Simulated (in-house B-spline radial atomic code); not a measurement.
Solving the quasi-particle equation for 4d up of Rh⁴⁺

Configuration [Kr] 4d5, highest spin, start PBE0, empty levels kept to 500 hartree. Computed with an all-electron radial atomic-structure program (B-spline basis): all electrons, scalar-relativistic (spin-free one-electron X2C), finite nucleus, each spin shell either full or empty, empty states to l = 9 with an (l + 1/2)⁻⁴ tail; G0W0 by contour deformation at full frequency.

At the mean-field level ε = -58.634 eV the matrix elements are Σx = -37.773 eV, v_xc = -31.95 eV and Σc(ε) = -0.392 eV, and the slope of the correlation self-energy is dΣc/dω = -0.0414. The quasi-particle energy solves E = ε + Σx − v_xc + Σc(E).

Q: What does the linearised equation give?

A: Z = 1/(1 − dΣc/dω) = 1/1.0414 = 0.9602. The first-order shift is Σx − v_xc + Σc(ε) = -37.773 − (-31.95) + (-0.392) = -6.215 eV, so E ≈ ε + Z × shift = -58.634 + 0.9602 × (-6.215) = -64.602 eV.

Q: How does that compare with the full solution and with static screening?

A: Solving the equation at full frequency dependence gives E = -64.588 eV, where Σc = -0.131 eV and the weight is 0.956; the linearised value is off by 14 meV. Leaving Z out would give -64.849 eV. Static COHSEX puts -2.930 eV in place of Σc and gives -67.387 eV, 2.80 eV deeper.
